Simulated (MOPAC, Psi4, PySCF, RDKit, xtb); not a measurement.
Two geometries of SMILES SCB(O)O, relaxed at B3LYP-D3(BJ)/def2-SVP with one dihedral held; other torsions can differ between them too.

Structure A

```
10

O      1.8535    -0.2858     0.5361
B      0.6865     0.2042     0.0337
O      0.4977     1.5582     0.0429
C     -0.3902    -0.8374    -0.4727
S     -1.4892    -1.2572     0.9569
H      2.4197     0.4176     0.8819
H     -0.3748     1.8309    -0.2624
H      0.0551    -1.7563    -0.8813
H     -1.0696    -0.4234    -1.2339
H     -0.4979    -1.6527     1.7887
```

Structure B

```
10

O      1.8850    -0.2736     0.5630
B      0.7294     0.2598     0.0819
O      0.5860     1.6077    -0.0062
C     -0.4052    -0.7419    -0.4115
S     -1.9207     0.1011    -1.0405
H      2.5224     0.4104     0.8094
H     -0.2642     1.8230    -0.4285
H     -0.6731    -1.4889     0.3512
H     -0.0218    -1.3191    -1.2695
H     -2.4436     0.4189     0.1670
```

Task: Which is lower in energy at the level DF-MP2 (frozen core)/cc-pVTZ // B3LYP-D3(BJ)/def2-SVP (Psi4 1.11), and by how much?

Result: B is lower, by 1.82 kcal/mol (dihedral O1–B2–C4–S5: 90° in A, 180° in B).

E(B) − E(A) in kcal/mol at the other levels, on the same two geometries: PBE0/def2-TZVP // B3LYP-D3(BJ)/def2-SVP (Psi4) -2.27; PBE0-D3(BJ)/def2-TZVP // B3LYP-D3(BJ)/def2-SVP (Psi4) -2.27; PBE/def2-TZVP // B3LYP-D3(BJ)/def2-SVP (Psi4) -2.47; PBE-D3(BJ)/def2-TZVP // B3LYP-D3(BJ)/def2-SVP (Psi4) -2.49; HF/cc-pVTZ // B3LYP-D3(BJ)/def2-SVP (Psi4) -0.76; UFF // B3LYP-D3(BJ)/def2-SVP (RDKit) 2.67; PM3, restricted, heats of formation // B3LYP-D3(BJ)/def2-SVP (MOPAC) 1.64; PM6, restricted, heats of formation // B3LYP-D3(BJ)/def2-SVP (MOPAC) 1.14; GFN1-xTB // B3LYP-D3(BJ)/def2-SVP (xtb) -1.12; restricted B3LYP/6-31G*, spherical d // B3LYP-D3(BJ)/def2-SVP (PySCF) -2.00; restricted BP86/6-31G*, spherical d // B3LYP-D3(BJ)/def2-SVP (PySCF) -2.40; restricted B3LYP/LANL2DZ, with its core potentials past Ne // B3LYP-D3(BJ)/def2-SVP (PySCF) -1.18; restricted Hartree-Fock/3-21G // B3LYP-D3(BJ)/def2-SVP (PySCF) -0.32.
